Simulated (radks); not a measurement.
Sc III, 19 electrons, occupied as [Ar] 3d1 (the NIST ground configuration).

All-electron calculation, scalar-relativistic Kohn-Sham, PBE, spin-polarised, spherical densities, point nucleus; open shells are filled with parallel spins first. Program: a radial shooting solver on a logarithmic mesh with Libxc functionals.

Energy parts (eV):
total: -20771.590
kinetic: 20930.153
electron-nucleus: -49053.081
Hartree: 8400.781
exchange-correlation: -1049.443

Orbitals (lengths in bohr, moments of r in powers of bohr; r(90%) holds 90 % of the orbital's charge):
\begin{tabular}{lrrr}
orbital & occ. & eigenvalue (eV) & r(90%) \\ \hline
1s up & 1 & -4412.955 & 0.130 \\
1s down & 1 & -4412.965 & 0.130 \\
2s up & 1 & -489.8684 & 0.534 \\
2s down & 1 & -489.6269 & 0.534 \\
2p up & 3 & -403.7948 & 0.507 \\
2p down & 3 & -403.6084 & 0.506 \\
3s up & 1 & -70.8093 & 1.61 \\
3s down & 1 & -69.9015 & 1.61 \\
3p up & 3 & -49.3623 & 1.79 \\
3p down & 3 & -48.4489 & 1.79 \\
3d up & 1 & -18.3049 & 2.66 \\
3d down & 0 & -17.4052 & 2.67 \\
4s up & 0 & -16.1506 & 4.46 \\
4p up & 0 & -11.9971 & 5.25 \\
\end{tabular}

The highest occupied level is 3d up at -18.305 eV. Spin moment in Bohr magnetons: 1. Summed over all electrons, <r^2> = 16.31 bohr^2, which gives a Langevin (diamagnetic) susceptibility term of -12.9 x 10^-6 cm^3/mol.
